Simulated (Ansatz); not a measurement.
The same path of C$_{2}$H$_{7}$OSb (11 atoms, charge 0, multiplicity 1) was run twice with different band settings. The coordinate that changes most is the dihedral C1–C2–Sb3–O4.

The calculation used Ansatz 0.2.0, RKS PBE-D4/def2-SVP.

Relaxed end points:

```xyz
11
Properties=species:S:1:pos:R:3
C -0.686 1.483 0.329
C -0.511 -0.029 0.447
Sb 1.527 -0.742 0.019
O 0.848 -2.456 -0.842
H -0.452 1.844 -0.694
H -1.730 1.788 0.555
H -0.031 2.038 1.033
H -1.137 -0.591 -0.277
H -0.770 -0.395 1.462
H 1.570 0.175 -1.468
H 1.438 -3.172 -0.541
```

```xyz
11
Properties=species:S:1:pos:R:3
C -0.366 1.229 0.647
C -0.849 0.155 -0.324
Sb 0.861 -0.803 -1.327
O 1.571 -1.493 0.456
H 0.129 2.074 0.123
H -1.205 1.654 1.239
H 0.366 0.798 1.361
H -1.526 0.556 -1.108
H -1.386 -0.660 0.201
H -0.062 -2.237 -1.696
H 2.533 -1.330 0.449
```

Common settings: movable images 5; climbing image yes; spring 5.0 eV/Å²; start path through a guess of the saddle point; force threshold 0.03 eV/Å; iteration limit 60; end points relaxed.

| run | optimiser |
| --- | --- |
| 1 | quadratic models (default) |
| 2 | fire |

(1) What does each run give, and how far can it be trusted?

## Answers

(1) Run 1: converged after 12 iterations, highest image 0.038 eV above the first end. A vibrational analysis at the climbing image gives one clearly imaginary mode, 46i cm⁻¹: a first-order saddle point.
Run 2: not converged after 60 iterations, highest image 0.062 eV above the first end. The band didn't meet its force threshold, so its energies are provisional: the largest band force was still 0.09 eV/Å, and over the last iterations the top stayed at 0.06 eV.
